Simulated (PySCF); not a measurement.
Ga(F)2(NHMe) (CH₄F₂GaN), SMILES [Ga]([NH]C)([F])[F].

Geometry optimised at PBE-D3(BJ)/def2-SVP. The structure was generated by enumeration; whether it is a known compound was not checked. The values are those of a single conformer.

Two levels are set side by side: TDA-PBE/def2-SVPD (PySCF) and TDA-ωB97X/def2-SVPD (PySCF). Vertical, same geometry. The lowest singlet is HOMO→LUMO 99 % with PBE and HOMO→LUMO 92 % with the other functional; states are paired by order. Differences are taken from unrounded values.

| quantity | TDA-ωB97X |
|---|---|
| lowest singlet excitation (eV) | 5.32 |
| lowest triplet excitation (TDA) (eV) | 4.91 |
| first bright state (f over 0.05) (eV) | 7.00 |
| its oscillator strength | 0.09 |

### Question
What does TDA-PBE give, and how far is it from TDA-ωB97X? (The exact figures need the calculation; the answer reports its results.)

### Answer

```json
[
 {"quantity": "lowest singlet excitation (eV)", "TDA-PBE": "4.00", "TDA-PBE minus TDA-ωB97X": "-1.32"},
 {"quantity": "lowest triplet excitation (TDA) (eV)", "TDA-PBE": "3.58", "TDA-PBE minus TDA-ωB97X": "-1.32"},
 {"quantity": "first bright state (f over 0.05) (eV)", "TDA-PBE": "5.85", "TDA-PBE minus TDA-ωB97X": "-1.15"},
 {"quantity": "its oscillator strength", "TDA-PBE": "0.07", "TDA-PBE minus TDA-ωB97X": "-0.03"}
]
```

Functionals without exact exchange tend to place singlet excitations lower, as here. Differences between two approximate levels are no errors against the true value.

Rough cost on one machine, each run with all the roots and properties that it gave: TDA-ωB97X against TDA-PBE about 4 times.
